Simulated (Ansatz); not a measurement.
Ansatz (a first-principles code) input:

Ansatz 0.2 input:
```yaml
crystal:
  periodic: [false, false, false]
  atoms:
    - {symbol: C, position_ang: [-0.16622728, -1.89581337, 0.35473383]}
    - {symbol: C, position_ang: [1.13842305, -1.48841325, -0.32843155]}
    - {symbol: C, position_ang: [1.70676428, -0.11949039, 0.10430052]}
    - {symbol: C, position_ang: [1.08371086, 1.06598301, -0.54832793]}
    - {symbol: S, position_ang: [-0.49725505, 1.67013516, -0.27282151]}
    - {symbol: C, position_ang: [-1.31040105, 0.38751800, 0.72771754]}
    - {symbol: C, position_ang: [-1.38508446, -1.00655081, 0.10195587]}
    - {symbol: H, position_ang: [0.00480141, -1.95192635, 1.43620516]}
    - {symbol: H, position_ang: [-0.41642078, -2.91200626, 0.03691133]}
    - {symbol: H, position_ang: [1.00633152, -1.48775574, -1.41413029]}
    - {symbol: H, position_ang: [1.88609873, -2.25487578, -0.10336221]}
    - {symbol: H, position_ang: [2.77276968, -0.09870946, -0.13294523]}
    - {symbol: H, position_ang: [1.64107917, -0.04948582, 1.19870635]}
    - {symbol: H, position_ang: [1.64059526, 1.65113621, -1.26658725]}
    - {symbol: H, position_ang: [-0.83901886, 0.34752012, 1.71169602]}
    - {symbol: H, position_ang: [-2.31185877, 0.79586383, 0.87013873]}
    - {symbol: H, position_ang: [-1.57223595, -0.91224814, -0.97091388]}
    - {symbol: H, position_ang: [-2.25917298, -1.50907429, 0.52773592]}
basis:
  gaussian:
    orbitals: def2-TZVP
hamiltonian:
  xc: b3lyp
  dispersion: d3bj
magnetization: {spin_polarized: true, initial_magnetization: 1}
phonons: {temperatures: {t_min: 298.15, t_max: 298.15, t_step: 100}}
```

Problem. Predict the final energy.

Solution. -633.55580 Eh (B3LYP-D3(BJ)/def2-TZVP). The basis has 289 functions.

It need not be the lowest isomer of its formula.
